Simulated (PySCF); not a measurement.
HfBr₄, SMILES [Br][Hf]([Br])([Br])[Br], multiplicity 1.

Geometry: B3LYP-D3(BJ)/def2-SVP. The spin state was assumed, not searched. The isomer is the one that the SMILES or the coordinates give; other isomers of the formula were not compared. The def2 effective core potentials stand for the cores of Hf; spin–orbit coupling is left out.

Method: PBE/def2-TZVP in PySCF.

Symmetry labels are those of the subgroup D2 that the program uses (full group Td).

Computed valence orbital energies around the gap with their symmetry:
| orbital | symmetry | energy (eV) |
|---|---|---|
| HOMO−7 | A | -8.58 |
| HOMO−6 | A | -8.58 |
| HOMO−5 | B1 | -8.24 |
| HOMO−4 | B2 | -8.24 |
| HOMO−3 | B3 | -8.24 |
| HOMO−2 | B1 | -7.65 |
| HOMO−1 | B2 | -7.65 |
| HOMO | B3 | -7.65 |
| LUMO | A | -3.21 |
| LUMO+1 | A | -3.21 |
| LUMO+2 | B1 | -2.51 |
| LUMO+3 | B2 | -2.51 |
